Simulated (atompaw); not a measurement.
# Plane-wave convergence, PAW (atompaw) potential for germanium (Ge)

```
Element                 : Ge
Generator               : atompaw 4.2.0.5
Type                    : PAW
Functional              : LDA (PW92)
Relativity              : scalar-relativistic
Frozen core             : [Ar] 3d10
Valence charge          : 4
Reference configuration : 4s2 4p0.5 (charge +1.5)
Partial waves           : 4s (bound): rc 2.10 bohr; 4s channel at 0.65 Ry: rc 2.10 bohr; 4p (bound): rc 2.10 bohr; 4p channel at -0.6 Ry: rc 2.10 bohr; 4d channel at 0.15 Ry: rc 2.10 bohr; 4d channel at 2.8 Ry: rc 2.10 bohr
Local potential         : bessel scheme, radius 1.92 bohr
Core correction         : smooth core density matched at 2.00 bohr
Augmentation charge     : gaussian compensation charge, radius 2.05 bohr; PAW radius 2.10 bohr; waves and projectors: custom rrkj gramschmidtortho
```

The pseudo-atom Hamiltonian at the reference potential is diagonalised in spherical Bessel functions j_l(qr) that vanish at 20 bohr, with q² up to the cutoff. All-electron valence levels (Ry): 4s -1.8197, 4p -1.1518.

How do the lowest levels (Ry) of each channel move with the cutoff, and are there ghosts?

```tsv
cutoff (Ry)	s #1	s #2	p #1	p #2	d #1	d #2	f #1	f #2	Σ f·Δε (mRy)
8	-1.8194	-0.5128	-1.1475	-0.3557	-0.4259	-0.1819	-0.1561	-0.0589	2.8
10	-1.8195	-0.5129	-1.1501	-0.3563	-0.4260	-0.1819	-0.1561	-0.0590	1.4
12	-1.8196	-0.5130	-1.1511	-0.3565	-0.4261	-0.1819	-0.1561	-0.0590	0.7
15	-1.8196	-0.5130	-1.1517	-0.3565	-0.4261	-0.1819	-0.1561	-0.0590	0.3
18	-1.8197	-0.5130	-1.1518	-0.3565	-0.4261	-0.1819	-0.1561	-0.0590	0.1
400	-1.8197	-0.5130	-1.1519	-0.3566	-0.4262	-0.1819	-0.1561	-0.0590	0.0
```

Result: no extra level below or beside the all-electron valence levels (s, p, d, f tested); 10 mRy is reached at 6 Ry and 1 mRy at 12 Ry.
